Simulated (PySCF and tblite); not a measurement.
Values are calculated unless marked as measured or tabulated.
C7H10N2, numbered as in [H]/[N:6]=[CH:5]\[C:4](=[CH:3]\[C:2]#[CH:1])[N:7]([CH3:8])[CH3:9].

Conformers came from 90 starts (ETKDG and KDG, MMFF94s, GFN2-xTB); geometries are GFN2-xTB. Weights use PBE0-D3(BJ)/def2-SVP energies plus GFN2-xTB zero-point and thermal terms (modes under about 100 cm⁻¹ blended into free rotors). Symmetry numbers and mirror images are counted. Conformers within 3 kcal/mol (GFN2-xTB free energy) were kept, 10 at most. Programs: PySCF with density fitting and tblite.

Rotational constants are equilibrium values for the commonest isotopes; dipoles come from the energy level named.

Torsions listed: N7–C4–C5–N6, C3–C4–N7–C8. Of a mirror pair one member is shown.

| conformer | shape | symmetry | weight % |
| --- | --- | --- | --- |
| 1 | 23°, 11° | C1 (pair) | 68.8 |
| 2 | 156°, -8° | C1 (pair) | 31.2 |

Sets of constants, in random order:

```tsv
set	A (MHz)	B (MHz)	C (MHz)	abs μa (D)	abs μb (D)	abs μc (D)
P	2071	1373	866	0.93	2.68	0.49
Q	2654	1202	890	1.04	2.43	0.32
```

**Question.** Match each set to its conformer.

**Answer.** P is conformer 2, Q is conformer 1.
